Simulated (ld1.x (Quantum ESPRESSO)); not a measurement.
Plane-wave convergence, TM potential for O (Z = 8)

ld1.x (Quantum ESPRESSO) 7.5 input, shortened:

```
&input
   title='O', zed=8., rel=1, dft='PBESOL', iswitch=3,
   config='[He] 2s1.5 2p4.5 3d-2'
 /
 &inputp
   pseudotype=2, tm=.true., lloc=1,
   nlcc=.true.
 /
3
2S  1  0   1.50   0.00  0.80  0.80  0.0
3D  3  2  -2.00   0.35  1.15  1.15  0.0
2P  2  1   4.50   0.00  1.30  1.30  0.0
 &test
   configts(1)='2s1.5 2p4.5'
 /
```

The pseudo-atom Hamiltonian at the reference potential is diagonalised in spherical Bessel functions j_l(qr) that vanish at 20 bohr, with q² up to the cutoff. All-electron valence levels (Ry): 2s -1.7673, 2p -0.6755.

Question: How do the lowest levels (Ry) of each channel move with the cutoff, and are there ghosts?

Answer:

```tsv
cutoff (Ry)	s #1	s #2	d #1	d #2	p #1	p #2	f #1	f #2	Σ f·Δε (mRy)
8	-1.6059	-0.0054	0.0794	0.1879	-0.0535	0.0544	0.1207	0.2625	3040.8
21	-1.6380	-0.0063	0.0794	0.1879	-0.3118	0.0439	0.1207	0.2625	1830.4
45	-1.7295	-0.0081	0.0794	0.1879	-0.6291	0.0404	0.1207	0.2625	265.2
70	-1.7616	-0.0087	0.0794	0.1879	-0.6734	0.0401	0.1207	0.2625	17.8
120	-1.7643	-0.0088	0.0794	0.1879	-0.6753	0.0401	0.1207	0.2625	5.1
230	-1.7672	-0.0089	0.0794	0.1879	-0.6755	0.0401	0.1207	0.2625	0.2
400	-1.7673	-0.0089	0.0794	0.1879	-0.6755	0.0401	0.1207	0.2625	0.0
```

Result: no extra level below or beside the all-electron valence levels (s, d, p, f tested); 10 mRy is reached at 80 Ry and 1 mRy at 180 Ry.

Its largest configuration-test error is +405 meV.
